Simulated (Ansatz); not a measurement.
# Several solutions for triplet Nb₂

```xyz
2

Nb    0.0000    0.0000    0.0000
Nb    0.0000    0.0000    2.0800
```

Basis set: def2-SVP (spherical functions, with the set's core potentials past Kr). Charge 0, multiplicity 3.

UHF was run from several starts with Ansatz (development build ahead of 0.2.0).

```csv
run,program,start,converged,energy (hartree),<S²>
A,Ansatz,search for the lowest state,yes,-112.55099,4.21
B,Ansatz,"atomic start, no search",yes,-112.52755,3.35
C,Ansatz,stability test followed,yes,-112.52755,3.35
```

Problem. Which runs reached the lowest solution of this kind, and what is wrong with the others?

Solution. A reached the lowest solution found. Converged but too high: B by 0.64 eV, C by 0.64 eV. Convergence only shows a stationary point, and even a stable one can lie too high; stability tests and further starts are what find lower ones. Caution: another spin multiplicity may lie lower. Caution: the unrestricted determinant is a mixture of spin states.
